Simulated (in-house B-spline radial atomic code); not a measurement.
The numbers below are computed, except where a source is named.
# Two electrons in Ge: a parabolic dot with ħω = 3.3 meV in all three directions

For Ge the NSM archive of the Ioffe Institute lists m_l = 1.6 m0, m_t = 0.08 m0 and ε = 16.2; the model takes one isotropic valley with the conductivity mass 3/(1/m_l + 2/m_t) = 0.117 m0, and so misses anisotropy and the other valleys. All triplets below are those of one valley; with several valleys two electrons can form a triplet in the 1s orbital itself, at an energy set by the valley splitting.

Effective-mass model with parabolic bands, a uniform dielectric constant, no image charges, no central-cell or spin-orbit terms. Two-electron levels come from full CI in B-splines with partial waves to l = 5 (up to 0.001 effective hartree above the limit).

Question: What are the effective units, and what is the potential in them?

Answer: Ha* = 27211.386 meV × 0.117/16.2² = 12.13 meV and a* = 0.0529177 nm × 16.2/0.117 = 7.327 nm. The frequency is ω = 0.272 Ha*. The one-electron levels are 3ω/2 = 0.4080 and 5ω/2 = 0.6800 Ha*.

In these units the lowest s and p orbitals lie at 0.408000 and 0.680000, and their Coulomb and exchange integrals are J_ss = 0.416126, J_sp = 0.346771 and K_sp = 0.06935. (For a parabolic well J_ss = √(2ω/π).) Full CI gives 1.171926 for the ground singlet, 1.349392 for the sp triplet, 1.444019 for the sp singlet and 1.621404 for the lowest triplet of two s orbitals.

Question: What does it cost to add the second electron, to first order and exactly?

Answer: To first order E = 2ε_s + J_ss = 1.232126, so the charging energy E(2) − 2E(1) is J_ss = 5.048 meV. CI gives 1.171926 − 2 × (0.408000) = 0.355926, or 4.318 meV: relaxation and correlation lower it by 0.7303 meV, 14.5 % of J_ss. The s² configuration of one-electron orbitals holds 92.0 % of the state, and the mean radius is 17.8 nm.

Question: How far above the singlet do the triplets lie?

Answer: To first order the sp triplet lies at ε_s + ε_p + J_sp − K_sp = 1.365417, which is 1.617 meV above 2ε_s + J_ss. CI gives 1.349392 − (1.171926) = 0.177466, or 2.153 meV, 65 % of the orbital spacing of 3.3 meV. The ss triplet lies 5.453 meV up, so the lower of the two is the sp one, and its gap equals k_BT at 25 K. The sp singlet-triplet splitting is 1.148 meV, against 2K_sp = 1.683 meV. The sp singlet lies ħω above the ground state (0.272093 against 0.272), as Kohn's theorem demands for a parabolic well.
